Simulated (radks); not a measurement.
Effect of the nuclear size on neutral gadolinium, [Xe] 4f7 5d1 6s2. All-electron calculation, Dirac Kohn-Sham, relativistic LDA (MacDonald-Vosko exchange, VWN5 correlation), spin-unpolarised, spherical densities, finite nucleus; open shells fill j = l - 1/2 first; Fermi nuclear charge, rms radius 5.1569 fm. Program: a radial shooting solver on a logarithmic mesh with Libxc functionals. The rms radius is varied about that value; shifts are against it.

rms radius (fm)  total energy shift (eV)  density at nucleus (e/bohr^3)  1s1/2 shift (meV)  2s1/2 shift (meV)  5p1/2 shift (meV)  6s1/2 shift (meV)  5d3/2 shift (meV)  6p1/2 (empty) shift (meV)
4.141                              -7.46                      6.559e+05              -3060               -394              0.390             -0.175              0.260                      0.110
4.7598                             -3.06                       6.33e+05              -1250               -162              0.160             -0.072              0.107                      0.045
5.1569                                 0                      6.203e+05              0.000              0.000              0.000              0.000              0.000                      0.000
5.4044                              2.00                      6.129e+05                820                106             -0.105              0.047             -0.070                     -0.029
6.312                               9.93                      5.891e+05               4070                524             -0.519              0.232             -0.346                     -0.146

Slopes of the eigenvalues against <r^2> in GHz/fm^2, as finite differences over the two radii next to the reference (eigenvalue slopes, not the field-shift constants of lines): 1s1/2 76600, 2s1/2 9870, 5p1/2 -9.77, 6s1/2 4.37, 5d3/2 -6.52, 6p1/2 (empty) -2.75.
